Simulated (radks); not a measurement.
Results of a calculation; reference values are marked as such.
Species: Si V. Configuration: [Ne].

Code: a radial shooting solver on a logarithmic mesh with Libxc functionals. Model: Dirac Kohn-Sham, PBE, spin-unpolarised, spherical densities, point nucleus; speed of light set to 102.777 atomic units (0.75 times the physical value, a model run).

Energy parts (eV):
| part | energy |
|---|---|
| total | -7797.455 |
| kinetic | 7849.486 |
| electron-nucleus | -18101.041 |
| Hartree | 2985.406 |
| exchange-correlation | -531.306 |

Orbitals (lengths in bohr, moments of r in powers of bohr; <r^-3> diverges for s and p1/2; r(max) is where P^2 peaks):
orbital  occ.  eigenvalue (eV)  <r^-3>   r(max)    <r^2>
1s1/2       2        -1844.608       -  0.07231  0.01660
2s1/2       2        -192.9296       -   0.4522   0.3777
2p1/2       2        -149.3406       -   0.3839   0.3507
2p3/2       4        -148.1649   48.80   0.3868   0.3555

The highest occupied level is 2p3/2 at -148.16 eV. The density falls to 0.001 e/bohr^3 at r = 1.79 bohr.
